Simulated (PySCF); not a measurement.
## Mo⁺: excitation energy

Mo⁺ [Kr] 4d5 (6S) → Mo⁺ [Kr] 4d4 5s1 (6D), as a difference of total energies. All numbers are calculated (PySCF 2.14, a scalar-relativistic core potential, in def2-TZVPPD with the def2 core potential (28 electrons) (6s4p3d2f1g, 56 functions)). Correlated levels: valence: 4s2 4p6 frozen. The calculations carry no spin-orbit coupling.

```csv
method,excitation energy (eV)
UHF,1.402
MP2 (valence),1.598
SCS-MP2 (valence),1.467
CCSD (valence),1.594
CCSD(T) (valence),1.597
```

How much does correlation contribute at CCSD(T) (valence)?

1.597 − (1.402) = 0.195 eV, measured against UHF.

Errors of the correlated levels include the incompleteness of this basis and the frozen core.

For comparison: 1.587 eV (measured; NIST levels, between the centres of gravity of the two terms).
